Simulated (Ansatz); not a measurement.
Born–Oppenheimer molecular dynamics of H4Sn (5 atoms, charge 0, multiplicity 1). It starts from a relaxed structure.

Level of theory: RKS PBE-D4/def2-SVP in Ansatz 0.2.0.

```yaml
ensemble: NVE (velocity Verlet)
time_step: 1 fs
steps_asked: 500
starting_velocities_drawn_for: 500 K
seed: 758584
```

First frame:

```xyz
5
Properties=species:S:1:pos:R:3
Sn 0.001 0.000 0.000
H 0.000 0.000 1.725
H 1.626 0.000 -0.574
H -0.813 1.408 -0.575
H -0.813 -1.408 -0.575
```

How far do the bonds stretch over the last three quarters of this one trajectory? (Pairs bonded in most of those frames.)


```tsv
bond	mean (Å)	spread (Å)	shortest	longest
Sn1–H2	1.739	0.083	1.61	1.87
Sn1–H3	1.726	0.010	1.70	1.75
Sn1–H4	1.726	0.010	1.70	1.75
Sn1–H5	1.736	0.072	1.62	1.85
```

Mean temperature of the second half: 249 K. The conserved energy stayed within 1.1 meV per atom of its start (net change 0.17 meV per atom), so the integration is sound. Over the second half the temperature averaged 0.50 of the 500 K drawn at the start: a run that starts near a minimum puts about half its kinetic energy into the potential. A run of 0.5 ps of so small a system gives no equilibrium averages.

Run time: 6.8 min on 1 thread of Arm Neoverse V1 (shared host), peak memory 0.086 GiB.
